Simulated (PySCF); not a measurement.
**Potential energy of TlSi along the bond**

Set-up: basis Tl def2-SVPD with ECP60, Si def2-SVPD; scalar-relativistic core potentials; PySCF 2.14. Energies in eV from Tl + Si in their ground configurations at the same level. State: ⁴Σ⁻ (quartet), unpaired electrons σ ↑, π ↑↑.

```csv
R (Å),r²SCAN,PBE,B2PLYP
2.316,-1.821,-1.821,-1.444
2.424,-2.113,-2.130,-1.754
2.531,-2.270,-2.301,-1.925
2.612,-2.324,-2.365,-1.988
2.693,-2.338,-2.389,-2.009
2.774,-2.321,-2.381,-1.998
2.881,-2.264,-2.335,-1.947
3.016,-2.154,-2.238,-1.841
3.178,-1.990,-2.089,-1.678
3.393,-1.748,-1.866,-1.431
```

Task: Put a parabola through the three lowest points of the r²SCAN curve and estimate Re, k and ωe (reduced mass 24.62 u; 1 eV/Å² = 0.16022 mdyn/Å; ωe = 1302.8·√(k/μ) cm⁻¹).

Result: Through R = 2.612, 2.693, 2.774 Å the second-order coefficient is 2.36 eV/Å², so Re ≈ 2.689 Å, k ≈ 0.757 mdyn/Å and ωe ≈ 228 cm⁻¹. A polynomial fit of higher order to the unrounded r²SCAN energies gives Re = 2.686 Å, k = 0.764 mdyn/Å, ωe = 230 cm⁻¹; anharmonicity and rounding make the difference.

The higher-order fit for each curve: r²SCAN: Re = 2.686 Å, ωe = 230 cm⁻¹, De = 2.34 eV; PBE: Re = 2.710 Å, ωe = 222 cm⁻¹, De = 2.39 eV; B2PLYP: Re = 2.702 Å, ωe = 228 cm⁻¹, De = 2.01 eV.

Correlated steps freeze 9 core orbitals. These are scalar-relativistic numbers at best; spin–orbit coupling would shift them, the dissociation energy most. B2PLYP dipoles, levels and charges come from its SCF part alone. The state is the lowest determinant that a PBE0 search found; another state may lie lower at other levels.
